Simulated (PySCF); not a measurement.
# Assigning NMR signals

Molfile (atoms numbered from 1):
```
C6H11FOSi
     RDKit          3D

 20 19  0  0  0  0  0  0  0  0999 V2000
   -1.7238    1.2998   -0.5517 C   0  0  0  0  0  0  0  0  0  0  0  0
   -1.4569    0.2003    0.1444 C   0  0  0  0  0  0  0  0  0  0  0  0
   -1.7013    0.1316    1.6242 C   0  0  0  0  0  0  0  0  0  0  0  0
   -0.7199   -1.3368   -0.6746 Si  0  0  0  0  0  4  0  0  0  0  0  0
    1.1813   -1.3262   -0.2512 C   0  0  2  0  0  0  0  0  0  0  0  0
    1.3403   -1.3597    1.1243 F   0  0  0  0  0  0  0  0  0  0  0  0
    1.7918   -0.1105   -0.8662 C   0  0  0  0  0  0  0  0  0  0  0  0
    2.1295    1.0022    0.0844 C   0  0  0  0  0  0  0  0  0  0  0  0
    1.9276   -0.0350   -2.0660 O   0  0  0  0  0  0  0  0  0  0  0  0
   -2.1214    2.1901   -0.0866 H   0  0  0  0  0  0  0  0  0  0  0  0
   -1.5558    1.3562   -1.6140 H   0  0  0  0  0  0  0  0  0  0  0  0
   -2.0186    1.0951    2.0187 H   0  0  0  0  0  0  0  0  0  0  0  0
   -0.7996   -0.1858    2.1455 H   0  0  0  0  0  0  0  0  0  0  0  0
   -2.4762   -0.6037    1.8367 H   0  0  0  0  0  0  0  0  0  0  0  0
   -1.2405   -2.5615   -0.0602 H   0  0  0  0  0  0  0  0  0  0  0  0
   -0.8293   -1.3156   -2.1283 H   0  0  0  0  0  0  0  0  0  0  0  0
    1.6537   -2.2288   -0.6451 H   0  0  0  0  0  0  0  0  0  0  0  0
    1.2268    1.3017    0.6142 H   0  0  0  0  0  0  0  0  0  0  0  0
    2.5395    1.8488   -0.4584 H   0  0  0  0  0  0  0  0  0  0  0  0
    2.8476    0.6482    0.8217 H   0  0  0  0  0  0  0  0  0  0  0  0
  1  2  2  0
  2  3  1  0
  2  4  1  0
  4  5  1  0
  5  6  1  0
  5  7  1  0
  7  8  1  0
  7  9  2  0
  1 10  1  0
  1 11  1  0
  3 12  1  0
  3 13  1  0
  3 14  1  0
  4 15  1  0
  4 16  1  0
  5 17  1  6
  8 18  1  0
  8 19  1  0
  8 20  1  0
M  END
```

All values are calculated (PySCF): coordinates at the GFN2-xTB level, σ from GIAO-PBE0/pcSseg-1. Equivalent nuclei averaged, no solvent, single conformer, non-relativistic Hamiltonian.

Referencing at the same level of theory: TMS for 13C (σ = 186.93 ppm), 1H (σ = 31.72 ppm).

(1) Assign these signals to the numbered atoms. 13C{1H} NMR (computed): δ 215.9, 148.8, 139.1, 99.9, 31.8, 28.8.

(2) Assign these signals to the numbered atoms. 1H NMR (600 MHz, computed): δ 6.24 (br s, 1H), 5.71 (br s, 1H), 5.40 (m, 1H), 4.57 (m, 1H), 4.29 (m, 1H), 2.28 (s, 3H), 2.21 (s, 3H).

## Answers

(1) 
| δ (ppm) | atoms | environment | reason |
| --- | --- | --- | --- |
| 215.9 | C7 | ketone carbonyl carbon | the double bond to the heteroatom, with no lone-pair donor beside it, deshields it most |
| 148.8 | C2 | fully substituted alkene carbon | as expected for a trigonal carbon in a double bond |
| 139.1 | C1 | terminal =CH2 carbon | the olefinic region |
| 99.9 | C5 | sp3 CH bonded to F and Si, α to a carbonyl | pulled downfield by the heteroatom |
| 31.8 | C8 | methyl carbon α to a carbonyl | the adjacent C=O deshields it moderately |
| 28.8 | C3 | allylic methyl carbon | aliphatic region, no heteroatom directly attached |

(2) 
6.24 → H10, hydrogen on a terminal =CH2 carbon: olefinic region
5.71 → H11, hydrogen on a terminal =CH2 carbon
5.40 → H17, hydrogen on an sp3 CH bonded to F and Si, α to a carbonyl: its carbon carries F, an electronegative neighbour
4.57 → H15, hydrogen on a silicon bonded to 2 C
4.29 → H16, hydrogen on a silicon bonded to 2 C
2.28 → H18/H19/H20, hydrogen on a methyl carbon α to a carbonyl: α to C=O
2.21 → H12/H13/H14, hydrogen on an allylic methyl carbon: allylic position

H18/H19/H20 and H12/H13/H14 lie closer than the usual error of such a calculation, so a measured spectrum could show them in the other order.

Splittings by 19F in the carbon and heteronuclear signals aren't shown, as no couplings were computed. Shifts are as computed. Against solution values, carbons near 30 ppm lie about +3 ppm off and those near 130 ppm about +5 ppm. Of 1211 compounds with measured shifts, 218 miss one by over three times the rms of a fit or turn the order of signals round; such compounds aren't used in these exercises. Multiplicities follow the n + 1 count of equivalent neighbours, as no J values were calculated; m marks all less simple cases, F and P coupling included.
